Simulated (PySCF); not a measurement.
ClHfN, singlet: data card

These are results of PBE0 in PySCF with Hf def2-TZVP with ECP60, N def2-TZVP, Cl def2-TZVP; scalar-relativistic core potentials, no spin–orbit coupling; density-fitted integrals, not measurements.

The structure is a minimum.

Coordinates in bohr (charge 0 multiplicity 1):
```
Hf   -0.4345    0.0000   -0.4865
N     1.9241    0.0002   -2.7358
Cl    1.4545    0.0001    3.5960
```

- Point group: Cs
- Bond lengths: Hf–Cl 2.380 Å, Hf–N 1.725 Å
- Bond angles: Cl–Hf–N 108.8°
- Dipole moment: 7.27 D
- Entropy at 298.15 K and 1 bar: 298.3 J/(mol K)
- Principal quadrupole moments (Buckingham, traceless) about the centre of mass: -17.26, 5.78, 11.49 D Å
- Rotational constants: 0.5232, 0.09343, 0.07927 cm⁻¹
- Zero-point energy: 9.0 kJ/mol
- Rotational symmetry number: 1
- Enthalpy at 298.15 K above 0 K: 12.50 kJ/mol
- Lowest empty level: -3.32 eV
- Heat capacity Cp at 298.15 K: 49.3 J/(mol K)
- Highest occupied level: -6.06 eV
- Atomisation energy without zero-point energy: 930 kJ/mol
- Principal polarisabilities: 36.1, 52.9, 79.6 bohr³

Harmonic modes (masses in u: Hf 179.947, N 14.003, Cl 34.969):
```json
{"symmetry": "a'", "ω (cm⁻¹)": "184", "IR (km/mol)": "15.7"}
{"symmetry": "a'", "ω (cm⁻¹)": "354", "IR (km/mol)": "59.3"}
{"symmetry": "a'", "ω (cm⁻¹)": "970", "IR (km/mol)": "69.2"}
```

Charges (e):
```tsv
atom	Mulliken	Löwdin	polar tensor	Mayer order to Hf1
Hf1	0.92	0.43	1.31	–
N2	-0.51	-0.40	-0.73	3.04
Cl3	-0.41	-0.03	-0.59	1.02
```

Mulliken populations on Hf1 (electrons outside its core potential): s 2.26, p 6.26, d 2.49, f 0.07.

Outer orbital energies (eV). occupied: -21.69, -17.29, -9.80, -8.97, -8.92, -6.84, -6.58, -6.06; empty: -3.32, -1.74, -1.71, -0.43.

Formally Hf is in oxidation state +4, d0. The polar-tensor charge on Hf, 1.31, is far below the formal one.

This need not be the most stable arrangement of these atoms. No spin–orbit coupling is included, which matters more the heavier the element.

The final relaxation and frequency run took 64 s on 2 threads of a shared Arm Neoverse N1 host, with 108 basis functions and 14 gradients; the process peaked at 0.93 GiB.
